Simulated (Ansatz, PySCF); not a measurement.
H₃O₂, SMILES O[OH2+], charge +1. Atoms are numbered in the order given.

```xyz
5

O      0.7883     0.1811     0.0000
O     -0.6326    -0.1245     0.0000
H      1.1636    -0.7281     0.0000
H     -0.9982     0.3023     0.8128
H     -0.9982     0.3023    -0.8128
```
Charge +1, spin multiplicity 1.

Geometry optimised at B3LYP-D3(BJ)/def2-TZVP. The isomer is the one that the SMILES or the coordinates give; other isomers of the formula were not compared.

Two levels are set side by side: PBE-D3(BJ)/def2-TZVP (Ansatz, an electronic-structure program) and B3LYP-D3(BJ)/def2-TZVP (Ansatz). Each level has its own optimised geometry; the coordinates shown are those of the second. Frequencies come from the Hessian of PySCF at each geometry. Differences are taken from unrounded values.

```tsv
quantity	B3LYP-D3(BJ)
mean bond length (Å)	1.103
bond O1–O2 (Å)	1.453
bond O1–H3 (Å)	0.984
bond O2–H4 (Å)	0.988
bond O2–H5 (Å)	0.988
highest harmonic wavenumber (cm⁻¹)	3593
mean harmonic wavenumber (cm⁻¹)	1910
zero-point energy (kcal/mol)	24.58
```

Q: What does PBE-D3(BJ) give, and how far is it from B3LYP-D3(BJ)? (The exact figures need the calculation; the answer reports its results.)

A: 
```
quantity                            PBE-D3(BJ)  PBE-D3(BJ) minus B3LYP-D3(BJ)
----------------------------------  ----------  -----------------------------
mean bond length (Å)                     1.114                          0.010
bond O1–O2 (Å)                           1.467                          0.013
bond O1–H3 (Å)                           0.993                          0.009
bond O2–H4 (Å)                           0.998                          0.009
bond O2–H5 (Å)                           0.998                          0.009
highest harmonic wavenumber (cm⁻¹)        3493                           -100
mean harmonic wavenumber (cm⁻¹)           1859                            -52
zero-point energy (kcal/mol)             23.91                          -0.67
```

Exact exchange shortens and stiffens bonds; PBE has none. Differences between two approximate levels are no errors against the true value.
